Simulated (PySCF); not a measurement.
# [Au(H2O)2]+: from a saddle point downhill

PySCF 2.14.0, RKS B3LYP, Au def2-SVP with ECP60, O def2-SVP, H def2-SVP; non-relativistic Hamiltonian with scalar-relativistic core potentials where named; density fitting; no spin-orbit coupling. Relaxed within the symmetry of its start, the geometry (D2d) is

```xyz
7

Au    0.0000    0.0000    0.0000
O     0.0000    0.0000    2.0747
H     0.5634    0.5634    2.6280
H    -0.5634   -0.5634    2.6280
O     0.0000    0.0000   -2.0747
H     0.5634   -0.5634   -2.6280
H    -0.5634    0.5634   -2.6280
```

and its lowest harmonic modes are -296, -296, 154, 154, 156, 402 cm⁻¹ (negative: unstable). It was moved along the lowest mode and relaxed again.

Question: Where does it end, and how much lower?

Answer: In C2, 0.029 eV lower, after 10 steps:
```xyz
7

Au    0.0308    0.0278    0.0021
O    -0.0401    0.0328    2.0853
H     0.7209    0.3752    2.5846
H    -0.3841   -0.7476    2.5521
O     0.1024    0.1006   -2.0796
H     0.4538   -0.6592   -2.5741
H    -0.6565    0.4595   -2.5703
```

Question: How do the contacts change?

Answer: 
| contact | saddle (Å) | end (Å) |
| --- | --- | --- |
| Au1–O2 (H2O) | 2.075 | 2.084 |
| Au1–O5 (H2O) | 2.075 | 2.084 |


Question: Is the end a minimum?

Answer: Yes; lowest modes 136, 148, 150, 386, 393, 403 cm⁻¹.

State: singlet.
